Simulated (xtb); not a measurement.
Cl$_{2}$MoO$_{2}$, charge -1, doublet, at a GFN2-xTB geometry (such geometries of metal compounds can be far from the true shape) (the multiplicity is a formal guess). Base run: GFN2-xTB (xtb).

The xtb input:
```
$ xtb mol.xyz --gfn 2 --chrg -1 --uhf 1 --json

# file mol.xyz
5

Mo     0.48465740    -0.09009807     0.15996992
O      1.58129813    -0.62530869    -0.94327488
O      0.84317706     0.17459744     1.74351668
Cl    -0.78512742     1.69131697    -0.71922732
Cl    -1.55319094    -1.25662233    -0.05257686
```

The base run was repeated with changes; each row names its change, and settings that it needs were set with it.

```json
[
 {"change": "base", "ΔE vs base (kJ/mol)": "0.00", "SCF cycles": "15"},
 {"change": "acc = 0.0001", "ΔE vs base (kJ/mol)": "0.00", "SCF cycles": "22"},
 {"change": "acc = 0.1", "ΔE vs base (kJ/mol)": "0.00", "SCF cycles": "17"},
 {"change": "alpb = acetone", "ΔE vs base (kJ/mol)": "-164.3", "SCF cycles": "15"},
 {"change": "file = coord", "ΔE vs base (kJ/mol)": "0.00", "SCF cycles": "15"}
]
```

ALPB and GBSA are two models with their own fitted parameters for each solvent, which aren't always the measured dielectric constant.
